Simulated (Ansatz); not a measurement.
`N=C[SiH3]` + `N[SiH2]F` → `F[SiH2]N[SiH3]` + `C=N` at 400 K and 1 bar (ligand exchange at the Si–C bond).

Isolated molecules relaxed with PBE0-D4/def2-TZVP in Ansatz; ΔE leaves out vibrations. CCSD(T)/CBS is the MP2 limit (def2-TZVPP, def2-QZVPP) plus CCSD(T) − MP2 in def2-TZVPP, frozen cores. This one scheme is used for every species. One conformer a species, not always the lowest.

```json
{"species": "`N=C[SiH3]`", "CCSD(T)/CBS energy (Eh)": "-384.79808", "H − E (kJ/mol)": "168.5", "S (J/(mol·K))": "311.1"}
{"species": "`N[SiH2]F`", "CCSD(T)/CBS energy (Eh)": "-446.07709", "H − E (kJ/mol)": "143.8", "S (J/(mol·K))": "304.9"}
{"species": "`F[SiH2]N[SiH3]`", "CCSD(T)/CBS energy (Eh)": "-736.37696", "H − E (kJ/mol)": "194.2", "S (J/(mol·K))": "372.8"}
{"species": "`C=N`", "CCSD(T)/CBS energy (Eh)": "-94.52360", "H − E (kJ/mol)": "119.4", "S (J/(mol·K))": "238.9"}
```

H − E and S are ideal-gas, rigid-rotor, harmonic terms from PBE0-D4/def2-TZVP, for one conformer and one mirror image of each species. 1 Eh = 2625.50 kJ/mol, R = 8.31446 J/(mol·K).

By hand: ΔE, ΔH, ΔS and ΔG.

ΔE = (-736.37696) + (-94.52360) − (-384.79808) − (-446.07709) = -0.02539 Eh = -66.7 kJ/mol. Δ(H − E) = 194.2 + 119.4 − 168.5 − 143.8 = 1.3, so ΔH = -65.4 kJ/mol. ΔS = 372.8 + 238.9 − 311.1 − 304.9 = -4.3 J/(mol·K). ΔG = -65.4 − 400 × (-4.3)/1000 = -63.7 kJ/mol.

By hand: the equilibrium constant, and the temperature at which ΔG would vanish if ΔH and ΔS stayed fixed.

log₁₀ K = −ΔG/(RT ln 10) = 8.3. ΔG = 0 at ΔH/ΔS = 15209 K, far beyond where these terms or the molecules hold.

The number of gas molecules stays the same, so ΔS is small and ΔH decides. A doubt of 5 kJ/mol in ΔE shifts log₁₀ K by 0.7 here. Other conformers and mirror images would add mixing entropy, several J/(mol·K) or more a flexible species. These are equilibria of isolated gas molecules and say nothing of rates. Largest T1 diagnostic: 0.012 (customary marks: 0.02 for closed shells, 0.045 for open ones).
